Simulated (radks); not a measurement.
Q: Hf5+, 67 electrons, occupied as [Xe] 4f13. All-electron calculation, non-relativistic Kohn-Sham, PBE, spin-polarised, spherical densities, point nucleus; open shells are filled with parallel spins first (spin-orbit coupling, left out, can overturn this in heavy ions); relativity is left out, which matters for an element this heavy. Program: a radial shooting solver on a logarithmic mesh with Libxc functionals. Some entries of the table are withheld. Estimate them.

orbital  occ.  eigenvalue (eV)  <r^2> (bohr^2)  r(max) (bohr)
1s down     1        -60268.23       0.0005919        0.01396
1s up       1        -60268.23       0.0005919        0.01396
2s up       1        -9897.190        0.009291        0.07613
2s down     1        -9897.162        0.009291        0.07613
2p up       3        -9476.740        0.006877        0.05914
2p down     3        -9476.724        0.006877        0.05914
3s up       1        -2288.586         0.05859         0.2097
3s down     1        -2287.894         0.05857         0.2096
3p up       3        -2095.179         0.05430         0.1977
3p down     3        -2094.553         0.05428         0.1977
3d up       5        -1734.728         0.04243         0.1563
3d down     5        -1734.284         0.04241         0.1563
4s up       1        -500.8229          0.2897         0.4730
4s down     1        -499.7987          0.2898         0.4730
4p up       3        -421.0202          0.3015         0.4745
4p down     3        -420.0020          0.3016         0.4745
4d up       5        -276.2165          0.3311         0.4725
4d down     5        -275.2070          0.3314         0.4726
5s up       1        -114.8590           1.586          1.086
5s down     1        -114.5269           1.592          1.088
5p up       3              (1)           1.895          1.165
5p down     3              (2)           1.902          1.167
4f up       7         -89.5717          0.4823         0.4436
4f down     6         -88.6086          0.4860         0.4440

A: 
(1) 5p up eigenvalue (eV): -91.3733
(2) 5p down eigenvalue (eV): -91.1065
